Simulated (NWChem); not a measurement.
**isocyanic acid (CHNO) in NWChem**

SMILES: N=C=O
```xyz
4

N      1.1600    -0.0732     0.0000
C     -0.0468     0.0195     0.0000
O     -1.2104    -0.0341     0.0000
H      1.8440     0.6681     0.0000
```
Charge 0, spin multiplicity 1.

The numbers come from NWChem runs, not from measurements. Structure: optimised with PBE0/def2-SVP, a minimum by its harmonic frequencies.

The field's frequency is 0.0428 Ha (1065 nm). This basis has no diffuse functions, which lowers polarisabilities.

The Pople sets run with spherical d functions.

Problem. Give the polarisability tensor in bohr³ at HF/6-31G* (spherical d), in the frame of the coordinates, and its isotropic mean.

Solution. 
```
28.94   0.49   0.00
 0.49   9.80   0.00
 0.00   0.00   8.51
```
Mean (one third of the trace): 15.75 bohr³.
